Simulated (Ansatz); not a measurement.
**H2SiSn: where a starting geometry ends**

The starting geometry of this gas-phase triplet was optimised with GFN2-xTB.

```xyz
4

Si    0.0054   -1.0043    1.2438
Sn   -1.0676    1.0349    0.4542
H     0.0092   -2.3884    0.7157
H     0.8728   -1.2775    2.4135
```

Task: Where would you expect an optimisation with r2SCAN-D4/def2-TZVP to take it?

Result: It keeps its bonds.

The energy falls by 0.10 eV over 5 steps:

| step | E − E(last) (eV) |
| --- | --- |
| 1 | 0.101 |
| 2 | 0.010 |
| 3 | 0.000 |
| 4 | 0.000 |
| 5 | 0.000 |

Final geometry (Å):

```xyz
4

Si    0.0345   -1.0600    1.2653
Sn   -1.0848    1.0679    0.4416
H    -0.0301   -2.4202    0.6456
H     0.9001   -1.2230    2.4746
```

Frequencies at the end are all real (lowest 286 cm⁻¹). Open shells are spin-unrestricted. The triplet needn't be the ground state. Atoms past krypton carry core potentials, without spin–orbit terms. Run with Ansatz 0.2.0, 23 s on 1 thread of Intel(R) Xeon(R) 6975P-C (Granite Rapids), with other jobs on the host.
